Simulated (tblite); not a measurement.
Run record: tight-binding relaxation, `C=Cn1nncc1C1CC1`.

Computed with GFN2-xTB geometry optimisation, gas phase (tblite 0.8.0). Start geometry: from a force field or distance geometry. A driver script takes a list of jobs; this job's settings line and coordinates (Å) are shown.

Command:
```bash
OMP_NUM_THREADS=1 python probes_run.py task.json out
```

Input:
```
{"job": {"kind": "relax", "xc": "GFN2-xTB", "basis": "xTB"}, "charge": 0, "multiplicity": 1}
C      3.241900    -1.075200     0.588900
C      1.913300    -0.920900     0.499300
N      1.331200     0.260800     0.007500
N      1.958600     1.356400    -0.447300
N      1.104100     2.271800    -0.829500
C     -0.148100     1.819800    -0.669000
C     -0.008000     0.545500    -0.135200
C     -1.103600    -0.349400     0.230500
C     -2.223600    -0.408900    -0.819300
C     -2.478400     0.071300     0.597400
H      3.837700    -0.244500     0.251100
H      3.681000    -1.999300     0.983300
H      1.309700    -1.766400     0.861500
H     -1.072600     2.344700    -0.901800
H     -0.767600    -1.314000     0.637200
H     -2.583300    -1.406700    -1.129600
H     -2.110800     0.327500    -1.626400
H     -2.784600     1.115800     0.687700
H     -3.106800    -0.619100     1.206200
```

Output:
```
step      E/eV     max force
  0    -768.86040    1.854
  1    -769.07068    1.028
  2    -769.17635    0.916
  3    -769.24044    0.733
  4    -769.28673    0.685
  5    -769.32517    0.417
  6    -769.34436    0.322
  7    -769.35510    0.215
  8    -769.36023    0.238
  9    -769.36526    0.174
... (29 lines left out)
 39    -769.40598    0.022
 40    -769.40606    0.019
 41    -769.40611    0.014
 42    -769.40615    0.016
 43    -769.40619    0.013
 44    -769.40622    0.013
 45    -769.40626    0.012
 46    -769.40629    0.013
 47    -769.40631    0.012
 48    -769.40633    0.007
```

«max force» is the largest atomic force in eV/Å.

From which step on does the largest force stay under 0.1 eV/Å, and how much energy is left to gain from there?

From step 23 (0.084 eV/Å), 3.9 meV above the end.

Main results: energy lowered by 12.6 kcal/mol over 48 steps; largest atomic force 0.007 eV/Å at the end.

Give the final coordinates.

0.132 Å rms from the input after alignment:
```
atom  x, y, z in Å
C1     3.2341   -1.0054    0.5635
C2     1.9173   -0.8865    0.5052
N3     1.2863    0.2621    0.0430
N4     1.9882    1.3508   -0.3084
N5     1.1833    2.2555   -0.6968
C6    -0.0796    1.7968   -0.6169
C7    -0.0485    0.5018   -0.1372
C8    -1.1305   -0.4465    0.1227
C9    -2.2990   -0.4993   -0.8308
C10   -2.4831    0.0774    0.5321
H11    3.8723   -0.1995    0.2477
H12    3.6925   -1.9058    0.9283
H13    1.2459   -1.6752    0.8122
H14   -0.9124    2.4062   -0.8995
H15   -0.8229   -1.3876    0.5616
H16   -2.7284   -1.4655   -1.0472
H17   -2.2857    0.1732   -1.6745
H18   -2.5993    1.1457    0.6252
H19   -3.0406   -0.4888    1.2623
```

Time: 0.36 s wall. Hardware: Arm Neoverse V1, one thread, on a shared host.
Labels such as C1 count atoms from 1, the log's own numbers from 0.
